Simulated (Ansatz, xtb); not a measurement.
**Relative energy of two isomers of C4H4N2O**

We compare a, `O=Cn1cccn1`, a singlet, with b, `O=Cc1cn[nH]c1`, a singlet. Both are isolated molecules in the gas phase, relaxed with B3LYP/def2-SVP; the shapes shown needn't be the lowest conformers.

a (Å):

```xyz
11

C     0.1366    1.3755   -0.1707
C     0.2531   -0.2603    1.7096
C     0.4833   -1.6130    1.7522
C     0.6698   -1.9914    0.3854
N     0.3090    0.0961    0.3815
N     0.5638   -0.9613   -0.4301
O    -0.0909    2.3535    0.4872
H     0.2406    1.3404   -1.2767
H     0.0562    0.4857    2.4755
H     0.5157   -2.2508    2.6326
H     0.8771   -2.9841   -0.0152
```

b (Å):

```xyz
11

C     0.6390    1.1118   -0.4008
C     0.4996   -0.0457    0.4858
C     1.4593   -0.6296    1.3633
C    -0.6375   -0.8349    0.6551
N     0.9627   -1.6743    2.0086
N    -0.3049   -1.7754    1.5617
O    -0.2399    1.5404   -1.1177
H     1.6495    1.5969   -0.3747
H     2.4893   -0.3176    1.5389
H    -0.8947   -2.5179    1.9215
H    -1.6203   -0.7721    0.1932
```

Task: Estimate E(b) − E(a) at the level CCSD(T)/def2-SVP + ΔMP2/def2-TZVPP.

Result: Calculated at CCSD(T)/def2-SVP + ΔMP2/def2-TZVPP: E(b) − E(a) = +0.173 eV, so structure a lies lower.

How the difference moves with the method:

```
                             level        geometry  E(b) − E(a) (eV)  departure from the last row (eV)  job, with rough time for the two
                          GFN2-xTB        GFN2-xTB              +0.412                            +0.239              optimisation, 0.12 s
                         HF/STO-3G        GFN2-xTB              +0.225                            +0.052              single point, 0.44 s
                r2SCAN-D4/def2-SVP        GFN2-xTB              +0.163                            −0.010               single point, 5.6 s
                    B3LYP/def2-SVP  B3LYP/def2-SVP              +0.170                            −0.003                optimisation, 43 s
                       HF/def2-SVP  B3LYP/def2-SVP              +0.221                            +0.048           part of the CCSD(T) run
                      MP2/def2-SVP  B3LYP/def2-SVP              +0.172                            −0.001           part of the CCSD(T) run
                  CCSD(T)/def2-SVP  B3LYP/def2-SVP              +0.199                            +0.026                      single point
CCSD(T)/def2-SVP + ΔMP2/def2-TZVPP  B3LYP/def2-SVP              +0.173                                                  single point, 80 s
```

As drawn, b has 1 C–C, 1 N–H in place of 1 C–N, 1 C–H.

None of the levels shown reverses the order. The largest departure from CCSD(T)/def2-SVP + ΔMP2/def2-TZVPP is that of GFN2-xTB, 0.239 eV. The last row adds to CCSD(T) the change of the MP2 difference between the two basis sets, here −0.026 eV.

With thermal terms from frequencies at re-optimised GFN2-xTB minima (ideal gas, soft modes damped towards free rotors, one conformer each, 298.15 K, 1 atm): on the last row, ΔE + ΔZPE = +0.174, ΔH = +0.178, ΔG = +0.165 eV.

The correlated steps freeze 7 core orbitals. Codes used: Ansatz 0.2.0, xtb 6.7.1; the last row on 2 threads of Arm Neoverse V1 on a shared host.
